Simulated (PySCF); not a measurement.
H₆GeSi, charge -1, doublet, at the geometry of the source list (a state made from the parent by changing its charge; the spin is typed, not shown lowest) (in this run its highest filled SCF level lies above zero, so its values depend strongly on the basis, on diffuse functions most of all); SVWN5/STO-3G in PySCF.

PySCF was given this input:
```python
from pyscf import gto, scf, dft

mol = gto.M(
    atom='''
Si   -1.21110000    0.12330000    0.02170000
Ge    1.10560000   -0.10820000   -0.02010000
H    -1.78150000   -0.70980000    1.08100000
H    -1.58220000    1.51630000    0.26670000
H    -1.77570000   -0.29520000   -1.26210000
H     1.61100000   -1.42550000   -0.54140000
H     1.84580000    0.89320000   -0.85840000
H     1.78820000    0.00600000    1.31260000
''',
    basis='sto-3g',
    charge=-1,
    spin=1,
    verbose=4,
)

mf = dft.UKS(mol)
mf.xc = 'lda,vwn'
mf.grids.atom_grid = (75, 302)
mf.kernel()
```

Output, abridged:

```
PySCF version 2.14.0

[INPUT] verbose = 4
[INPUT] num. atoms = 8
[INPUT] num. electrons = 53
[INPUT] charge = -1
[INPUT] spin (= nelec alpha-beta = 2S) = 1
[INPUT] symmetry False subgroup None
[INPUT] Mole.unit = angstrom
[INPUT] Symbol           X                Y                Z      unit          X                Y                Z       unit  Magmom
[INPUT]  1 Si    -1.211100000000   0.123300000000   0.021700000000 AA   -2.288647309461   0.233003231159   0.041007056903 Bohr   0.0
[INPUT]  2 Ge     1.105600000000  -0.108200000000  -0.020100000000 AA    2.089281203319  -0.204468366678  -0.037983495104 Bohr   0.0
[INPUT]  3 H     -1.781500000000  -0.709800000000   1.081000000000 AA   -3.366547090913  -1.341327603216   2.042793940655 Bohr   0.0
[INPUT]  4 H     -1.582200000000   1.516300000000   0.266700000000 AA   -2.989924674287   2.865391722678   0.503989957422 Bohr   0.0
[INPUT]  5 H     -1.775700000000  -0.295200000000  -1.262100000000 AA   -3.355586679390  -0.557847151972  -2.385023341814 Bohr   0.0
[INPUT]  6 H      1.611000000000  -1.425500000000  -0.541400000000 AA    3.044348786674  -2.693804590567  -1.023097723840 Bohr   0.0
[INPUT]  7 H      1.845800000000   0.893200000000  -0.858400000000 AA    3.488056480722   1.687903374462  -1.622140905327 Bohr   0.0
[INPUT]  8 H      1.788200000000   0.006000000000   1.312600000000 AA    3.379208255947   0.011338356747   2.480454511104 Bohr   0.0

nuclear repulsion = 176.299913414465
number of shells = 19
number of NR pGTOs = 99
number of NR cGTOs = 33
basis = sto-3g
ecp = {}

******** <class 'pyscf.dft.uks.UKS'> ********
method = UKS
initial guess = minao
damping factor = 0
level_shift factor = 0
DIIS = <class 'pyscf.scf.diis.CDIIS'>
diis_start_cycle = 1
diis_space = 8
diis_damp = 0
SCF conv_tol = 1e-09
SCF conv_tol_grad = None
SCF max_cycles = 50
direct_scf = True
direct_scf_tol = 1e-13
number electrons alpha = 27  beta = 26
XC library pyscf.dft.libxc version 7.1.2
    S. Lehtola, C. Steigemann, M. J. T. Oliveira, and M. A. L. Marques,  SoftwareX 7, 1–5 (2018)
XC functionals = lda,vwn
    P. A. M. Dirac,  Math. Proc. Cambridge Philos. Soc. 26, 376 (1930)
    F. Bloch,  Z. Phys. 57, 545 (1929)
    S. H. Vosko, L. Wilk, and M. Nusair,  Can. J. Phys. 58, 1200 (1980)
radial grids:
    Treutler-Ahlrichs [JCP 102, 346 (1995); DOI:10.1063/1.469408] (M4) radial grids

becke partition: Becke, JCP 88, 2547 (1988); DOI:10.1063/1.454033
pruning grids: <function nwchem_prune>
grids dens level: 3
symmetrized grids: False
atomic radii adjust function: <function treutler_atomic_radii_adjust>
User specified grid scheme (75, 302)
small_rho_cutoff = 0
Set gradient conv threshold to 3.16228e-05
tot grids = 115936
init E= -2335.60877473778

cycle= 1 E= -2337.69889318856  delta_E= -2.09  |g|=  0.4  |ddm|= 3.04

cycle= 2 E= -2323.71611588583  delta_E=   14  |g|= 6.65  |ddm|= 6.43
cycle= 3 E= -2337.58607064611  delta_E= -13.9  |g|= 0.668  |ddm|= 5.48
cycle= 4 E= -2337.85056774616  delta_E= -0.264  |g|= 0.0512  |ddm|=  1.8
cycle= 5 E= -2337.85252334756  delta_E= -0.00196  |g|= 0.0197  |ddm|= 0.429
cycle= 6 E= -2337.85279032049  delta_E= -0.000267  |g|= 0.0126  |ddm|= 0.483
cycle= 7 E= -2337.85309982117  delta_E= -0.00031  |g|= 0.00214  |ddm|= 0.235
cycle= 8 E= -2337.85310442329  delta_E= -4.6e-06  |g|= 0.000417  |ddm|= 0.019
cycle= 9 E= -2337.85310456901  delta_E= -1.46e-07  |g|= 0.000268  |ddm|= 0.00851
cycle= 10 E= -2337.85310467462  delta_E= -1.06e-07  |g|= 0.000142  |ddm|= 0.0071
cycle= 11 E= -2337.85310471216  delta_E= -3.75e-08  |g|= 2.01e-05  |ddm|= 0.00236
cycle= 12 E= -2337.85310471262  delta_E= -4.52e-10  |g|= 2.52e-06  |ddm|= 9.87e-05
Extra cycle  E= -2337.85310471259  delta_E= 2.36e-11  |g|= 4.16e-06  |ddm|= 9.41e-05
converged SCF energy = -2337.85310471259  <S^2> = 0.75058268  2S+1 = 2.0005826
```
